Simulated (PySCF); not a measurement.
Stepwise substitution at one centre (In F-NH2). Isolated molecules, 0 K electronic values unless said otherwise. One relaxed conformer stands for each flexible species; it need not be the lowest. Strings in code marks are SMILES.

The T1 excitation (TDA) from two functionals at the same geometries (r2SCAN-D4/def2-TZVP), both in PySCF: PBE-D3(BJ)/def2-TZVP and r2SCAN-D4/def2-TZVP. Excitations are Tamm–Dancoff values on a coarser integration grid. The basis has no diffuse functions, so Rydberg states are missing or too high.

```json
[
 {"species": "0 of 3 F replaced by NH2 (`[F][In]([F])[F]`)", "PBE-D3(BJ)/def2-TZVP (eV)": "4.54"},
 {"species": "1 of 3 F replaced by NH2 (`[NH2][In]([F])[F]`)", "PBE-D3(BJ)/def2-TZVP (eV)": "3.47"},
 {"species": "3 of 3 F replaced by NH2 (`[In]([NH2])([NH2])[NH2]`)", "PBE-D3(BJ)/def2-TZVP (eV)": "3.62"}
]
```

What does r2SCAN-D4/def2-TZVP give for each?


- 0 of 3 F replaced by NH2 (`[F][In]([F])[F]`): 5.06
- 1 of 3 F replaced by NH2 (`[NH2][In]([F])[F]`): 3.76
- 3 of 3 F replaced by NH2 (`[In]([NH2])([NH2])[NH2]`): 3.98
Over these rows, drawn at random from the members with no instability flagged (it was tested for open shells, ions and some series alone), PBE minus r2SCAN-D4: mean -0.39 eV, from -0.51 eV to -0.28 eV.
